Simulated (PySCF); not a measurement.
PySCF input for Si(F)2(Me)(SeH) (CH₄F₂SeSi), SMILES F[Si]([SeH])(F)C, C-PCM-M06-2X/def2-SVP. The structure is a stationary point at PBE0-D3(BJ)/def2-SVP. This is a generated structure with no PubChem entry under its InChIKey; it may be hypothetical. Other conformers were not sampled.

```python
import numpy as np
from pyscf import gto, scf, dft
from pyscf.solvent import pcm

mol = gto.M(
    atom='''
    C    -2.09665553   -0.88466509    0.36003783
    Si   -0.72893261    0.34010706    0.17970714
    F    -0.64634762    1.21735678    1.53518503
    F    -1.04588971    1.37772007   -1.01701001
    Se    1.29119124   -0.52930832   -0.33508391
    H    -1.88005590   -1.59128536    1.17535283
    H    -3.03976334   -0.36687952    0.59428291
    H    -2.22594602   -1.45713714   -0.56984908
    H     1.26038903   -1.39741469    0.85336398
    ''',
    basis='def2-SVP',
    charge=0,
    spin=0,
    max_memory=1600,
    verbose=3,
)
mf = dft.RKS(mol, xc='m06-2x').density_fit(auxbasis='def2-universal-jkfit')
mf.grids.level = 4
mf.conv_tol = 1e-9
mf.max_cycle = 100
mf.kernel()
res = {}
for name, eps in {'water': 78.355, 'dichloromethane': 8.93, 'acetonitrile': 35.688}.items():
    s = mf.PCM()
    s.with_solvent.method, s.with_solvent.eps, s.with_solvent.lebedev_order = 'C-PCM', eps, 29
    s.kernel(mf.make_rdm1())
    res[name] = (s.e_tot, eps, s.dip_moment(), s.mo_energy, s.converged)
    print(f'{name}: electrostatic solvation free energy {(s.e_tot - mf.e_tot) * 627.509474:.3f} kcal/mol')
```

Program output:

```
converged SCF energy = -2930.76164218047

WARN: PCM is an experimental feature. It is still in testing.
Features and APIs may be changed in the future.

converged SCF energy = -2930.76926838424
Dipole moment(X, Y, Z, Debye): -1.32212, -3.03153,  1.02460
water: electrostatic solvation free energy -4.786 kcal/mol

WARN: PCM is an experimental feature. It is still in testing.
Features and APIs may be changed in the future.

converged SCF energy = -2930.76839375294
Dipole moment(X, Y, Z, Debye): -1.28999, -2.95252,  0.97769
dichloromethane: electrostatic solvation free energy -4.237 kcal/mol

WARN: PCM is an experimental feature. It is still in testing.
Features and APIs may be changed in the future.

converged SCF energy = -2930.76913190056
Dipole moment(X, Y, Z, Debye): -1.31708, -3.01909,  1.01717
acetonitrile: electrostatic solvation free energy -4.700 kcal/mol
```

The run converged.

Cost: around 4 core-minutes (rough).
